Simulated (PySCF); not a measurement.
Working with the constants of BeSb

UHF-CCSD(T) constants of BeSb, ⁴Σ⁻ (quartet), unpaired electrons σ ↑, π ↑↑ (basis Be x2c-SVPall, Sb x2c-SVPall; spin-free X2C with a Gaussian nucleus; PySCF 2.14; masses 9.0122 and 120.9038 u):

| Property | Result |
| --- | --- |
| ωe | 387.4 cm⁻¹ |
| ωexe | 6.78 cm⁻¹ |
| Be | 0.32665 cm⁻¹ |
| αe | 0.00504 cm⁻¹ |
| De to Be + Sb | 0.347 eV |

Question: What force constant and bond length do these constants imply?

Answer: Reduced mass μred = 8.3870 u; k = 5.8918×10⁻⁷·μred·ωe² (u, cm⁻¹, mdyn/Å) = 0.742 mdyn/Å; Re = √(16.8576/(μred·Be)) (u, cm⁻¹, Å) = 2.481 Å.

Question: Estimate the centrifugal constant D from the Kratzer relation and find the Dunham coefficient a1.

Answer: D = 4Be³/ωe² = 9.29e-07 cm⁻¹; a1 = −1 − αeωe/(6Be²) = -4.05.

Correlated steps freeze 18 core orbitals. The bond is weak. Basis-set superposition, not corrected here, can be much of De in a small basis, most of all at correlated wavefunction levels. Spin–orbit coupling is left out, which matters for elements this heavy, above all for dissociation energies. The state was picked by a PBE0 search and need not be the measured ground state.
